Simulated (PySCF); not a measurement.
HGa (SMILES [GaH]), singlet, at a GFN2-xTB geometry (such geometries of metal compounds can be far from the true shape); DF-R2SCAN/pcseg-1 run with PySCF.

Input for PySCF:
```python
from pyscf import gto, scf, dft

mol = gto.Mole()
mol.atom = '''
    Ga   -0.00000000   -0.00000000   -0.05952365
    H     0.00000000    0.00000000    1.84523317
'''
mol.basis = 'pcseg-1'
mol.verbose = 5
mol.build()

mf = dft.RKS(mol)
mf.xc = 'r2scan'
mf = mf.density_fit(auxbasis='def2-universal-jkfit')
mf.kernel()
```

Q: Predict the main parts of the log of this PySCF run.

A: 
```
PySCF version 2.14.0

[INPUT] verbose = 5
[INPUT] max_memory = 4000
[INPUT] num. atoms = 2
[INPUT] num. electrons = 32
[INPUT] charge = 0
[INPUT] spin (= nelec alpha-beta = 2S) = 0
[INPUT] symmetry False subgroup None
[INPUT] Mole.unit = angstrom
[INPUT] Symbol           X                Y                Z      unit          X                Y                Z       unit  Magmom
[...]
[INPUT] ---------------- BASIS SET ----------------
[INPUT] l, kappa, [nprim/nctr], expnt,             c_1 c_2 ...
[INPUT] Ga
[...]
                                13216.8           0.0141705    0    0    0    0
                                3007.66           0.0703552    0    0    0    0
                                849.422           0.245199    0    0    0    0
                                276.595            0.5    0    0    0    0
                                95.3959           0.392973    0    0    0    0
                                183.189              0 -0.080462    0    0    0
                                21.9548              0  0.5    0    0    0
                                9.85248              0 0.378347    0    0    0
                                3.48869              0 0.0423214    0    0    0
                                2.6077               0    0  0.5    0    0
                                1.03672              0    0 0.254793    0    0
                                0.188517             0    0    0    1    0
                                0.0663048            0    0    0    0    1
[...]
                                526.42            0.025031    0    0    0
                                169.409           0.115722    0    0    0
                                63.2435           0.329792    0    0    0
                                25.5018            0.5    0    0    0
                                10.242            0.272708    0    0    0
                                6.51924              0 0.290703    0    0
                                2.6462               0  0.5    0    0
                                1.04896              0 0.270636    0    0
                                0.259549             0    0    1    0
                                0.0646505            0    0    0    1
[...]
                                29.4416           0.100547    0
                                10.4513           0.312568    0
                                3.96696           0.510489    0
                                1.43116            0.5    0
                                0.455184          0.267059    0
                                0.151                0    1
[INPUT] H
[...]
                                1.86871           0.15915    0
                                0.418208           0.5    0
                                0.1061               0    1
[...]
nuclear repulsion = 8.61238209847701
number of shells = 5
number of NR pGTOs = 89
number of NR cGTOs = 32
basis = pcseg-1
ecp = {}

******** <class 'pyscf.df.df_jk.DFRKS'> ********
method = DFRKS
initial guess = minao
damping factor = 0
level_shift factor = 0
DIIS = <class 'pyscf.scf.diis.CDIIS'>
diis_start_cycle = 1
diis_space = 8
diis_damp = 0
SCF conv_tol = 1e-09
SCF conv_tol_grad = None
SCF max_cycles = 50
direct_scf = False
XC library pyscf.dft.libxc version 7.1.2
    S. Lehtola, C. Steigemann, M. J. T. Oliveira, and M. A. L. Marques,  SoftwareX 7, 1–5 (2018)
XC functionals = r2scan
    J. W. Furness, A. D. Kaplan, J. Ning, J. P. Perdew, and J. Sun,  J. Phys. Chem. Lett. 11, 8208–8215 (2020)
    J. W. Furness, A. D. Kaplan, J. Ning, J. P. Perdew, and J. Sun,  J. Phys. Chem. Lett. 11, 9248–9248 (2020)
    J. W. Furness, A. D. Kaplan, J. Ning, J. P. Perdew, and J. Sun,  J. Phys. Chem. Lett. 11, 8208–8215 (2020)
    J. W. Furness, A. D. Kaplan, J. Ning, J. P. Perdew, and J. Sun,  J. Phys. Chem. Lett. 11, 9248–9248 (2020)
radial grids:
    Treutler-Ahlrichs [JCP 102, 346 (1995); DOI:10.1063/1.469408] (M4) radial grids

[...]
cycle= 4 E= -1925.17103578178  delta_E= -0.00024  |g|= 0.00402  |ddm|= 0.0627
[...]
  mo_energy =
[-3.71905971e+02 -4.56952949e+01 -4.04431121e+01 -4.04431121e+01
 -4.04406608e+01 -5.44413330e+00 -3.73138356e+00 -3.73138356e+00
 -3.72055695e+00 -7.77786953e-01 -7.77786863e-01 -7.69182161e-01
 -7.69182161e-01 -7.67177576e-01 -3.53161221e-01 -1.95198836e-01
 -8.93587805e-02 -8.93587805e-02  3.12618696e-02  1.76409693e-01
  2.50299002e-01  2.50299002e-01  2.62028724e-01  2.62029243e-01
  2.66508597e-01  2.87861315e-01  2.87861315e-01  3.80640789e-01
  5.68036701e-01  1.95422957e+00  1.95422957e+00  2.15594661e+00]
nelec by numeric integration = 31.99999974212858
E1 = -2701.1006520946817  E2 = 767.3172254373435  Ecoul = 842.6124618657544  Exc = -75.29523642841093
cycle= 5 E= -1925.17104455886  delta_E= -8.78e-06  |g|= 0.000431  |ddm|= 0.0101
[...]
  mo_energy =
[-3.71905417e+02 -4.56947685e+01 -4.04425820e+01 -4.04425820e+01
 -4.04401264e+01 -5.44370296e+00 -3.73096378e+00 -3.73096378e+00
 -3.72011340e+00 -7.77394954e-01 -7.77394862e-01 -7.68770062e-01
 -7.68770062e-01 -7.66757942e-01 -3.52953805e-01 -1.94989497e-01
 -8.91867688e-02 -8.91867688e-02  3.14370810e-02  1.76572590e-01
  2.50450133e-01  2.50450133e-01  2.62189408e-01  2.62190041e-01
  2.66678254e-01  2.88003747e-01  2.88003747e-01  3.80804936e-01
  5.68228878e-01  1.95443794e+00  1.95443794e+00  2.15616528e+00]
nelec by numeric integration = 31.99999974213454
E1 = -2701.094366294447  E2 = 767.3109395685875  Ecoul = 842.6058179580128  Exc = -75.29487838942529
cycle= 6 E= -1925.17104462738  delta_E= -6.85e-08  |g|= 4.27e-05  |ddm|= 0.00091
[...]
  mo_energy =
[-3.71905420e+02 -4.56947697e+01 -4.04425839e+01 -4.04425839e+01
 -4.04401278e+01 -5.44369096e+00 -3.73095170e+00 -3.73095170e+00
 -3.72010110e+00 -7.77382084e-01 -7.77381992e-01 -7.68757111e-01
 -7.68757111e-01 -7.66744984e-01 -3.52941676e-01 -1.94988649e-01
 -8.91746725e-02 -8.91746725e-02  3.14386114e-02  1.76580589e-01
  2.50456410e-01  2.50456410e-01  2.62201112e-01  2.62201764e-01
  2.66680286e-01  2.88010231e-01  2.88010231e-01  3.80810539e-01
  5.68229959e-01  1.95443126e+00  1.95443126e+00  2.15616212e+00]
nelec by numeric integration = 31.999999742135024
E1 = -2701.0939719088283  E2 = 767.3105451818456  Ecoul = 842.6054230863431  Exc = -75.29487790449754
cycle= 7 E= -1925.17104462851  delta_E= -1.12e-09  |g|= 6.32e-06  |ddm|= 9.46e-05
[...]
  mo_energy =
[-3.71905421e+02 -4.56947711e+01 -4.04425853e+01 -4.04425853e+01
 -4.04401292e+01 -5.44369376e+00 -3.73095445e+00 -3.73095445e+00
 -3.72010404e+00 -7.77384883e-01 -7.77384792e-01 -7.68760039e-01
 -7.68760039e-01 -7.66747984e-01 -3.52944312e-01 -1.94990261e-01
 -8.91763868e-02 -8.91763868e-02  3.14368546e-02  1.76578729e-01
  2.50454036e-01  2.50454036e-01  2.62199498e-01  2.62200152e-01
  2.66677747e-01  2.88007815e-01  2.88007815e-01  3.80809454e-01
  5.68228282e-01  1.95442913e+00  1.95442913e+00  2.15615968e+00]
nelec by numeric integration = 31.999999742135092
E1 = -2701.0940305835497  E2 = 767.3106038565439  Ecoul = 842.60548338215  Exc = -75.29487952560612
cycle= 8 E= -1925.17104462853  delta_E= -2.32e-11  |g|= 4.14e-07  |ddm|= 2.29e-05
[...]
  mo_energy =
[-3.71905421e+02 -4.56947711e+01 -4.04425852e+01 -4.04425852e+01
 -4.04401292e+01 -5.44369375e+00 -3.73095445e+00 -3.73095445e+00
 -3.72010403e+00 -7.77384880e-01 -7.77384789e-01 -7.68760031e-01
 -7.68760031e-01 -7.66747976e-01 -3.52944401e-01 -1.94990429e-01
 -8.91763924e-02 -8.91763924e-02  3.14367150e-02  1.76578670e-01
  2.50453930e-01  2.50453930e-01  2.62199504e-01  2.62200158e-01
  2.66677649e-01  2.88007734e-01  2.88007734e-01  3.80809390e-01
  5.68227997e-01  1.95442869e+00  1.95442869e+00  2.15615927e+00]
nelec by numeric integration = 31.999999742135103
E1 = -2701.094026251384  E2 = 767.3105995243776  Ecoul = 842.605479120759  Exc = -75.29487959638142
Extra cycle  E= -1925.17104462853  delta_E= -4.55e-13  |g|= 3.93e-07  |ddm|= 1.6e-06
converged SCF energy = -1925.17104462853
```
